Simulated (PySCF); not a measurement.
This PySCF input asks for the NMR shieldings of `C=C[Si@@H]([SiH2][SiH3])[SiH2]SC`, C₃H₁₄SSi₄; the geometry comes from GFN2-xTB.

```python
import basis_set_exchange as bse
import numpy as np
from pyscf import gto, dft
from pyscf.prop import nmr

atoms = """
C    -1.627427   -3.623117   -0.136040
C    -1.234117   -2.423796    0.260252
Si   -0.544336   -1.083488   -0.872142
Si   -2.019502    0.738658   -0.948133
Si   -1.663233    2.310287    0.719010
Si    1.518062   -0.551489    0.034241
S     2.094809    1.269945   -0.969908
C     3.454077    1.803877    0.104752
H    -2.031411   -4.363746    0.537806
H    -1.556824   -3.919550   -1.169710
H    -1.330272   -2.177652    1.312009
H    -0.348033   -1.743460   -2.178205
H    -1.924160    1.364889   -2.275090
H    -3.409230    0.247531   -0.900413
H    -1.631403    1.674329    2.042439
H    -0.387064    3.003938    0.556147
H    -2.697982    3.344272    0.791830
H     2.686232   -1.432586   -0.079113
H     1.495464   -0.166896    1.451833
H     4.243543    1.058705    0.092650
H     3.822369    2.744358   -0.291164
H     3.080030    1.944376    1.114531
"""
names = dict.fromkeys(["C", "Si", "S", "H"], "pcSseg-1")
basis = {el: gto.basis.parse(bse.get_basis(n, elements=[el], fmt="nwchem")) for el, n in names.items()}
mol = gto.M(atom=atoms, basis=basis, charge=0, verbose=0)
mf = dft.RKS(mol, xc="PBE0")
mf.grids.level = 2
mf.grids.alignment = dft.numint.BLKSIZE   # the property module wants whole blocks of grid points
mf.conv_tol = 1e-9
mf.kernel()

calc = nmr.RKS(mf)   # GIAO
C = mf.mo_coeff
Co = C[:, mf.mo_occ > 0]
resp = mf.gen_response(singlet=True, hermi=2)
def vind(x):   # induced exchange potential for any number of trial vectors
    d = np.einsum("pi,xij,qj->xpq", C, 2 * x.reshape(-1, C.shape[1], Co.shape[1]), Co, optimize=True)
    return np.einsum("xpq,pi,qj->xij", resp(d - d.transpose(0, 2, 1)), C, Co, optimize=True).ravel()
mo1, _ = nmr.rhf.solve_mo1(calc, with_cphf=vind)
sigma = calc.kernel(mo1)
for i, s in enumerate(sigma):   # ppm
    print("%2d %-2s %9.2f" % (i, mol.atom_pure_symbol(i), np.trace(s) / 3))
```

Question: What are the results?

Answer: 
```
 0 C      43.78
 1 C      48.66
 2 Si    420.39
 3 Si    470.32
 4 Si    466.32
 5 Si    396.22
 6 S     723.61
 7 C     167.33
 8 H      25.38
 9 H      25.44
10 H      25.47
11 H      27.18
12 H      28.17
13 H      28.25
14 H      28.16
15 H      27.80
16 H      28.15
17 H      26.96
18 H      27.24
19 H      29.63
20 H      29.54
21 H      29.73
```

These numbers come from an equivalent density-fitted implementation of the same equations, which agrees with the script to about 0.01 ppm for H and up to a few tenths of a ppm for heavy atoms, so last digits may differ.

Question: Turn these shieldings into chemical shifts. Scale: ¹³C (σ = 186.93 ppm), ²⁹Si (σ = 349.16 ppm), ¹H (σ = 31.72 ppm) vs TMS; ³³S (σ = 503.73 ppm) vs CS2 (reference shieldings calculated alike).

Answer: Averaging equivalent atoms: C 0: 143.1; C 1: 138.3; C 7: 19.6; Si 5: -47.1; Si 2: -71.2; Si 4: -117.2; Si 3: -121.2; S 6: -220; H 8: 6.33; H 9: 6.28; H 10: 6.24; H 17: 4.76; H 11: 4.54; H 18: 4.48; H 14/15/16: 3.68; H 12: 3.55; H 13: 3.47; H 19/20/21: 2.09 ppm. 

Size and cost of the density-fitted run: 241 basis functions, 100 s wall time on 1 thread of an Arm Neoverse N1, shared host; peak memory 1.1 GiB.
